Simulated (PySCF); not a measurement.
AlF₂Cl, SMILES [Cl][Al]([F])[F]. Atoms are numbered in the order given.

```xyz
4

Al     0.0000     0.0000    -0.4184
F      0.0000    -1.4186    -1.2540
F      0.0000     1.4186    -1.2540
Cl     0.0000     0.0000     1.6478
```

The structure is a stationary point at PBE0-D3(BJ)/def2-SVP.

Method: TDA-LC-ωPBE/def2-SVPD (PySCF 2.14.0).

Vertical excitations. Gas-phase values at a fixed geometry. State labels are in the subgroup C2v.

```csv
state,symmetry,energy (eV),λ (nm),f,main pairs
S1,B2,7.84,158,0.029,HOMO→LUMO 86 %
S2,B1,7.98,155,0.054,HOMO−1→LUMO 85 %
S3,A2,8.61,144,0.000,HOMO→LUMO+1 94 %
S4,A1,9.07,137,0.000,"HOMO−1→LUMO+1 67 %, HOMO−2→LUMO 22 %"
S5,B2,9.45,131,0.040,HOMO−3→LUMO 83 %
S6,A2,9.55,130,0.000,HOMO−4→LUMO 84 %
S7,A1,9.66,128,0.340,"HOMO−2→LUMO 56 %, HOMO−1→LUMO+1 18 %"
S8,B1,10.09,123,0.063,"HOMO−5→LUMO 51 %, HOMO−2→LUMO+1 36 %"
S9,B1,10.23,121,0.119,"HOMO−2→LUMO+1 57 %, HOMO−5→LUMO 32 %"
S10,A1,10.26,121,0.008,HOMO−6→LUMO 70 %
T1,B2,7.45,166,0,HOMO→LUMO 81 %
T2,B1,7.53,165,0,HOMO−1→LUMO 80 %
T3,A1,8.22,151,0,HOMO−1→LUMO+1 79 %
T4,A2,8.43,147,0,HOMO→LUMO+1 92 %
```
Triplets are in the Tamm–Dancoff approximation.
